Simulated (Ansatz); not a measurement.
One change: `OB[SiH](F)[AlH2]` becomes `FC[SiH](F)[AlH2]`.

Ansatz, PBE0-D4/def2-TZVP geometries, multiplicity 1. Each molecule was computed in one conformer, which needn't be the lowest.

```csv
property,`OB[SiH](F)[AlH2]`
LUMO energy (PBE0/def2-TZVPP) / eV,-2.11
HOMO–LUMO gap (PBE0/def2-TZVPP) / eV,4.95
zero-point energy (PBE0-D4/def2-TZVP) / kJ/mol,138.4
HOMO–LUMO gap (PBE/def2-TZVPP) / eV,3.09
HOMO–LUMO gap (ωB97M-V/def2-TZVPP) / eV,8.57
HOMO–LUMO gap (B3LYP/def2-TZVPP) / eV,4.58
```

What does the change do to each property? (Estimate.)

Ansatz gave: 
```tsv
property	`FC[SiH](F)[AlH2]`	shift
LUMO energy (PBE0/def2-TZVPP) / eV	-2.46	-0.35
HOMO–LUMO gap (PBE0/def2-TZVPP) / eV	5.19	0.24
zero-point energy (PBE0-D4/def2-TZVP) / kJ/mol	143.9	5.5
HOMO–LUMO gap (PBE/def2-TZVPP) / eV	3.25	0.16
HOMO–LUMO gap (ωB97M-V/def2-TZVPP) / eV	8.85	0.28
HOMO–LUMO gap (B3LYP/def2-TZVPP) / eV	4.81	0.23
```

With PBE0 the HOMO falls by 0.59 eV and the LUMO falls by 0.35 eV, so the gap widens by about 0.24 eV. PBE moves the HOMO by -0.49 eV and ωB97M-V by -0.63 eV.

B3LYP here is the variant with VWN-RPA as its local correlation; programs differ in this.
